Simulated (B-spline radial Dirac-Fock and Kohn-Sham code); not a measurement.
Elastic and transport cross sections of vanadium for electrons

Method: relativistic (Dirac) partial waves in the static field of the Dirac-Fock atom with Furness-McCarthy exchange, without polarisation or absorption potentials. Computed with a B-spline atomic structure program. Below a few hundred eV the neglected polarisation potential matters, most of all at small angles. σ_tr1 and σ_tr2 weight the cross section with 1 − P₁ and 1 − P₂ of cos θ; "backward" is the share scattered beyond 90°.

```
energy (eV)  σ (a₀²)  σ_tr1 (a₀²)  σ_tr2 (a₀²)  σ/σ_tr1  backward (%)
         50     23.5         12.7         15.7     1.85            28
       51.2     23.6         12.7         15.7     1.86            28
       78.3     23.9         11.6         12.6     2.06            26
         87     23.5         11.1         11.6     2.11            25
         89     23.4         11.0         11.3     2.12            25
        100     22.8         10.4         10.2     2.18            24
        111     22.1         9.87         9.16     2.24            23
        167     18.8         7.40         6.02     2.55            18
        170     18.7         7.29         5.91     2.56            18
        200     17.3         6.32         5.08     2.73            16
        212        ?            ?            ?        ?             ?
        275     14.6         4.61         3.90     3.18            13
        300     14.0         4.20         3.65     3.33            12
        436     11.4         2.73         2.75     4.17           9.6
        500     10.6         2.31         2.46     4.57           8.7
        506     10.5         2.28         2.44     4.60           8.6
```

**Question.** Fill in the row for 212 eV.

**Answer.** σ = 16.8 a₀², σ_tr1 = 5.98 a₀², σ_tr2 = 4.82 a₀², σ/σ_tr1 = 2.80, backward 15 %. The ratio σ/σ_tr1 is roughly the number of elastic collisions that randomise the direction.
